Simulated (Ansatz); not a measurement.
Consider the atomization: `C[NH][InH][Cl]` → C• + Cl• + 5 H• + In• + N•.

Computed with Ansatz on PBE0-D4/def2-TZVP structures; ΔE is electronic, products minus reactants. CCSD(T)/CBS adds triple-zeta CCSD(T) − MP2 to the extrapolated MP2 energy (def2 sets, frozen cores). This one scheme is used for every species, atoms too. For atomizations the MP2-based limit and the directly extrapolated one differ by several kJ/mol either way, and by 10 to 25 for some Ge, Se and Sn compounds, so smaller differences from it don't rank the levels. Functionals use def2-TZVPP. B3LYP here is the variant with VWN-RPA as its local correlation; programs differ in this. HSE06 is defined as in plane-wave codes. No spin–orbit coupling; open shells (•) take unrestricted orbitals. Spin–orbit coupling would lower the free atoms: a little for C, Cl; strongly for In. Elements past krypton have def2 core potentials. For In outer-core shells are correlated without core-valence functions, so the limit isn't a true one: a few kJ/mol of doubt a bond, and 10 to 20 or more in all where bonds break to atoms. One conformer a species, not always the lowest.

`C[NH][InH][Cl]`:

Z-matrix (Å, degrees):
```
C
N 1 1.445
H 1 1.097 2 112.2
H 1 1.092 2 109.9 3 119.3
H 1 1.097 2 112.1 3 -121.5
In 2 1.988 1 126.8 3 -119.4
H 2 1.007 1 113.6 3 60.7
Cl 6 2.341 2 108.7 1 0.2
H 6 1.692 2 131.4 1 -180.0
```

```json
{"level": "LDA (SPW92)", "ΔE (kJ/mol)": "3228.0", "difference from CCSD(T)/CBS": "402.1"}
{"level": "PBE-D4", "ΔE (kJ/mol)": "2854.2", "difference from CCSD(T)/CBS": "28.3"}
{"level": "revPBE-D4", "ΔE (kJ/mol)": "2777.4", "difference from CCSD(T)/CBS": "-48.5"}
{"level": "BLYP-D4", "ΔE (kJ/mol)": "2789.6", "difference from CCSD(T)/CBS": "-36.3"}
{"level": "r2SCAN-D4", "ΔE (kJ/mol)": "2808.9", "difference from CCSD(T)/CBS": "-17.0"}
{"level": "PBE0-D4", "ΔE (kJ/mol)": "2808.2", "difference from CCSD(T)/CBS": "-17.7"}
{"level": "B3LYP-D4", "ΔE (kJ/mol)": "2799.3", "difference from CCSD(T)/CBS": "-26.6"}
{"level": "r2SCANh-D4", "ΔE (kJ/mol)": "2791.4", "difference from CCSD(T)/CBS": "-34.5"}
{"level": "r2SCAN0-D4", "ΔE (kJ/mol)": "2766.9", "difference from CCSD(T)/CBS": "-59.0"}
{"level": "HSE06-D4", "ΔE (kJ/mol)": "2809.9", "difference from CCSD(T)/CBS": "-16.0"}
{"level": "BHLYP-D4", "ΔE (kJ/mol)": "2726.0", "difference from CCSD(T)/CBS": "-99.9"}
{"level": "CAM-B3LYP-D4", "ΔE (kJ/mol)": "2821.3", "difference from CCSD(T)/CBS": "-4.6"}
{"level": "ωB97X-V", "ΔE (kJ/mol)": "2834.3", "difference from CCSD(T)/CBS": "8.4"}
{"level": "ωB97M-V", "ΔE (kJ/mol)": "2826.4", "difference from CCSD(T)/CBS": "0.5"}
{"level": "B2PLYP", "ΔE (kJ/mol)": "2769.5", "difference from CCSD(T)/CBS": "-56.4"}
{"level": "PBE-QIDH", "ΔE (kJ/mol)": "2788.5", "difference from CCSD(T)/CBS": "-37.4"}
{"level": "PBE", "ΔE (kJ/mol)": "2836.3", "difference from CCSD(T)/CBS": "10.4"}
{"level": "revPBE", "ΔE (kJ/mol)": "2728.1", "difference from CCSD(T)/CBS": "-97.8"}
{"level": "BLYP", "ΔE (kJ/mol)": "2751.3", "difference from CCSD(T)/CBS": "-74.6"}
{"level": "r2SCAN", "ΔE (kJ/mol)": "2804.6", "difference from CCSD(T)/CBS": "-21.3"}
{"level": "PBE0", "ΔE (kJ/mol)": "2792.9", "difference from CCSD(T)/CBS": "-33.0"}
{"level": "B3LYP", "ΔE (kJ/mol)": "2770.4", "difference from CCSD(T)/CBS": "-55.5"}
{"level": "r2SCANh", "ΔE (kJ/mol)": "2786.7", "difference from CCSD(T)/CBS": "-39.2"}
{"level": "r2SCAN0", "ΔE (kJ/mol)": "2761.8", "difference from CCSD(T)/CBS": "-64.1"}
{"level": "HSE06", "ΔE (kJ/mol)": "2795.5", "difference from CCSD(T)/CBS": "-30.4"}
{"level": "BHLYP", "ΔE (kJ/mol)": "2701.5", "difference from CCSD(T)/CBS": "-124.4"}
{"level": "CAM-B3LYP", "ΔE (kJ/mol)": "2805.6", "difference from CCSD(T)/CBS": "-20.3"}
{"level": "LC-ωPBE", "ΔE (kJ/mol)": "2810.2", "difference from CCSD(T)/CBS": "-15.7"}
{"level": "HF/def2-SVP", "ΔE (kJ/mol)": "1976.3", "difference from CCSD(T)/CBS": "-849.6"}
{"level": "MP2/def2-SVP", "ΔE (kJ/mol)": "2651.9", "difference from CCSD(T)/CBS": "-174.0"}
{"level": "CCSD/def2-SVP", "ΔE (kJ/mol)": "2599.9", "difference from CCSD(T)/CBS": "-226.0"}
{"level": "HF/def2-TZVPP", "ΔE (kJ/mol)": "1974.4", "difference from CCSD(T)/CBS": "-851.5"}
{"level": "MP2/def2-TZVPP", "ΔE (kJ/mol)": "2762.1", "difference from CCSD(T)/CBS": "-63.8"}
{"level": "SCS-MP2/def2-TZVPP", "ΔE (kJ/mol)": "2759.1", "difference from CCSD(T)/CBS": "-66.8"}
{"level": "CCSD/def2-TZVPP", "ΔE (kJ/mol)": "2693.1", "difference from CCSD(T)/CBS": "-132.8"}
{"level": "CCSD(T)/def2-TZVPP", "ΔE (kJ/mol)": "2738.7", "difference from CCSD(T)/CBS": "-87.2"}
{"level": "MP2/def2-QZVPP", "ΔE (kJ/mol)": "2814.2", "difference from CCSD(T)/CBS": "-11.7"}
{"level": "SCS-MP2/def2-QZVPP", "ΔE (kJ/mol)": "2818.4", "difference from CCSD(T)/CBS": "-7.5"}
{"level": "MP2/CBS(def2)", "ΔE (kJ/mol)": "2849.3", "difference from CCSD(T)/CBS": "23.4"}
{"level": "CCSD/CBS(def2)", "ΔE (kJ/mol)": "2780.3", "difference from CCSD(T)/CBS": "-45.6"}
{"level": "CCSD(T)/CBS", "ΔE (kJ/mol)": "2825.9", "difference from CCSD(T)/CBS": "0"}
```

Largest T1 diagnostic among the species: 0.015.

Leaving LDA and LC-ωPBE aside and taking each functional with its dispersion term where it has one, the values spread over 128.2 kJ/mol, from BHLYP-D4 to PBE-D4. LDA lies +391.7 kJ/mol from PBE without D4, its usual overbinding. At CCSD(T), def2-SVP lies −196.3 kJ/mol from the extrapolated value and def2-TZVPP −87.2 kJ/mol: correlation converges slowly with the basis, and small sets miss more of it in the bonded molecule than in its fragments.
